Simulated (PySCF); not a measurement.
Mo(O)(NMe)(SH)2 (CH₅MoNOS₂), SMILES [SH][Mo](=[O])([SH])=[N]C, multiplicity 1.

Geometry: PBE0-D3(BJ)/def2-SVP. The multiplicity is an assumed one; other spin states were not compared. The def2 effective core potentials stand for the cores of Mo; spin–orbit coupling is left out. The values are those of a single conformer.

Vertical ionisation energy (IE) and electron affinity (EA) in eV. Rows of orbital energies are one-electron estimates. Where ΔSCF, EOM or ADC give a negative EA the extra electron is unbound and the value depends on the basis.

```json
[
 {"level": "−ε(HOMO), −ε(LUMO), B3LYP/def2-TZVP (PySCF)", "IE": "7.18", "EA": "2.61"},
 {"level": "−ε(HOMO), −ε(LUMO), PBE/def2-TZVP (PySCF)", "IE": "6.27", "EA": "3.06"}
]
```
